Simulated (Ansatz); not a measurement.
Species: H3Ge, SMILES `[GeH3]` (charge 0, multiplicity 2), formula H$_{3}$Ge.

**Question.** How many basis functions does frozen-core CCSD(T)/cc-pVTZ // CAM-B3LYP-D3(BJ)/def2-TZVP in Ansatz (an electronic-structure program) use, how many core orbitals are frozen, and how many electrons are correlated?

**Answer.** 85 basis functions and 9 frozen orbitals, which leaves 17 correlated electrons (filled d shells below the valence shell are correlated). Core time is of the order of seconds.
